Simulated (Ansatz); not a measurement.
CH$_{7}$GeNSi (`[GeH3][CH]1N[SiH2]1`), relaxed with RKS PBE-D4/def2-SVP in Ansatz 0.2.0 from a rough embedded geometry. The force threshold is 0.03 eV/Å; the program also tests the step.

Charge 0, multiplicity 1.

Start:

```xyz
11

Ge    1.173    0.838   -0.722
C     0.292   -0.205    0.580
N    -0.267   -1.348   -0.007
Si   -1.585   -0.111    0.403
H     1.323    2.345   -0.222
H     2.653    0.298   -0.978
H     0.430    0.843   -2.098
H     0.702   -0.384    1.551
H    -0.332   -2.156    0.698
H    -2.321   -0.603    1.572
H    -2.069    0.483   -0.779
```

Q: How much energy does the relaxation release, and in how many steps? (Best estimate.)

A: Computed: 14.50 kcal/mol, in 9 steps, 1 of them rejected.

Q: Which bonds change most? (Best estimate.)

A: Computed: C2–N3 from 1.401 to 1.502 Å; N3–Si4 from 1.854 to 1.764 Å; Si4–H11 from 1.409 to 1.494 Å; Ge1–C2 from 1.887 to 1.964 Å.

Q: Give the relaxed structure. (Best estimate.)

A: The calculation gave: 
```xyz
11

Ge    1.320    0.898   -0.737
C     0.209   -0.115    0.526
N    -0.340   -1.404   -0.017
Si   -1.643   -0.292    0.405
H     1.624    2.314   -0.171
H     2.664    0.160   -1.000
H     0.554    1.034   -2.079
H     0.599   -0.125    1.567
H    -0.131   -2.242    0.538
H    -2.390   -0.462    1.692
H    -2.468    0.233   -0.724
```
